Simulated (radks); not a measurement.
Results of a calculation; reference values are marked as such.
The iron ion Fe5+, configuration [Ar] 3d3. Code: a radial shooting solver on a logarithmic mesh with Libxc functionals. Model: scalar-relativistic Kohn-Sham, PBE, spin-polarised, spherical densities, finite nucleus; open shells are filled with parallel spins first; Fermi nuclear charge, rms radius 3.7377 fm.

Radial electron density D(r) = 4 pi r^2 rho(r):

r (bohr)  D(r) (e/bohr)   spin D(r)
0.002753          1.093  -0.0000693
0.003472          1.660   -0.000105
0.004413          2.533   -0.000160
0.005566          3.762   -0.000238
0.007019          5.501   -0.000347
0.008923          7.982   -0.000503
0.01125           11.15   -0.000702
0.01419           15.11   -0.000948
0.01804           19.84    -0.00124
0.02275           24.57    -0.00154
0.02869           28.65    -0.00181
0.03648           31.12    -0.00202
0.046             31.04    -0.00208
0.05801           28.69    -0.00178
0.07375           25.58   0.0000632
0.093             24.59     0.00745
0.1173            27.32      0.0321
0.1491            32.52       0.105
0.188             35.05       0.275
0.2371            30.99       0.617
0.3015            21.40        1.22
0.3802            13.80        2.04
0.4794            12.68        2.92
0.6095            15.24        3.47
0.7686            14.86        3.31
0.9694            10.17        2.48
1.232             4.591        1.38
1.554             1.416       0.565
1.96             0.2869       0.158
2.491           0.03355      0.0248
3.142          0.002343     0.00207

D(r) has 3 maxima, at r = 0.0408, 0.185, 0.676 bohr, and minima at 0.0886, 0.443 bohr, inside which lie 2.11, 10.60 electrons.
